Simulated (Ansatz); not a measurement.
This geometry of CH2BO2 (6 atoms, charge -1, multiplicity 1) is a first-order saddle point.

Computed with RKS LDA/def2-SVP in Ansatz 0.2.0.

```xyz
6
Properties=species:S:1:pos:R:3
O -0.909 0.870 -0.841
C -0.935 -0.055 0.299
B 0.515 -0.148 0.771
O 0.325 -1.126 -0.110
H -0.525 0.281 -1.522
H 1.529 0.178 1.403
```

(1) Which two structures does it join? (They come from a converged band through this point; their orientation in space is the band's.)

(2) How far does it lie above each of them?

Answers

(1) No bond is made or broken. The dihedral H5–O1–C2–B3 goes from 165 to 0°.

Image 0:

```xyz
6
Properties=species:S:1:pos:R:3
O -0.566 0.741 -1.095
C -0.742 0.091 0.062
B 0.604 -0.343 0.718
O 0.896 -1.510 0.224
H -1.433 0.760 -1.558
H 1.241 0.261 1.649
```

Image 6:

```xyz
6
Properties=species:S:1:pos:R:3
O -1.063 0.613 -0.974
C -0.712 1.042 0.193
B 0.447 -0.126 0.587
O 0.564 -0.999 -0.385
H -0.355 -0.341 -1.058
H 1.119 -0.188 1.638
```

(2) 62.3 kJ/mol above the first and 145.5 kJ/mol above the second. This is the barrier of this one path; another mechanism may lie lower. Limits of this set-up: an anion without diffuse functions, the dipole of an ion depends on the origin.

Run time: 110 s on 1 thread of Arm Neoverse V2, with other jobs on the host, peak memory 0.23 GiB.
